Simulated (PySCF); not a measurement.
Shifts of the heteroatoms

Numbering as in the mapped SMILES `[NH2:1][c:2]1[cH:3][cH:4][cH:5][cH:6][c:7]1[F:8]`. Hydrogens are named by the atom that carries them.

[PySCF: NMR shieldings at PBE0/pcSseg-1/GIAO; geometry from GFN2-xTB; equivalent nuclei averaged; isolated molecule; a single conformation; non-relativistic Hamiltonian]

**Question.** What are the $^{19}$F shifts?

**Answer.** 
```csv
atoms,environment,σ (ppm),δ (ppm)
F8,aryl fluorine,324.2,-146.5
```

Shieldings were converted by a linear fit to measured shifts: $^{19}$F (scatter 6.0 ppm rms, 7.0 ppm with the 5 outliers that the fit left out vs CFCl3, solution or neat liquid, with a term for F on sp3 carbon). Occasional misses reach two or three times the rms, and more in compound classes unlike the fitted ones.

On a 500 MHz spectrometer $^{19}$F resonates near 470.5 MHz, so 1 ppm is 470.5 Hz.

**Question.** What are the $^{15}$N shifts?

**Answer.** 
| atoms | environment | σ (ppm) | δ (ppm) |
| --- | --- | --- | --- |
| N1 | aniline-type nitrogen | 202.9 | -335.0 |

Shieldings were converted by a linear fit to measured shifts: $^{15}$N (scatter 6.3 ppm rms vs CH3NO2, solution or neat liquid). A few per cent of atoms miss by over 2 rms, more outside the fitted compound classes.

On a 600 MHz spectrometer $^{15}$N resonates near 60.8 MHz, so 1 ppm is 60.8 Hz.
